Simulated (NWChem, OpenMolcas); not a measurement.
How basis sets differ on InHCl2O (SMILES [OH][In]([Cl])[Cl])

InHCl2O has 5 atoms, charge 0, and is taken as a singlet. SMILES: `[OH][In]([Cl])[Cl]`. Geometry: relaxed at PBE0-D4/def2-TZVP.

Quantity: the HOMO–LUMO gap, in eV. The values are calculated.

```tsv
level	kind	program	value (eV)
HF/ANO-RCC-MB (DKH2)	Hartree–Fock	OpenMolcas	13.15
HF/STO-3G	Hartree–Fock	NWChem	14.42
HF/3-21G	Hartree–Fock	NWChem	13.16
HF/ANO-RCC-VDZ (DKH2)	Hartree–Fock	OpenMolcas	12.96
HF/def2-SVP (core potential)	Hartree–Fock	OpenMolcas	13.58
```

All-electron rows without a relativistic Hamiltonian named are non-relativistic, while core potentials hold scalar relativity, so basis and relativity change together. The values span 12.96 to 14.42 eV. A Hartree–Fock LUMO above zero doesn't converge with the basis: it sinks as sets grow more diffuse. Orbital gaps aren't excitation energies.
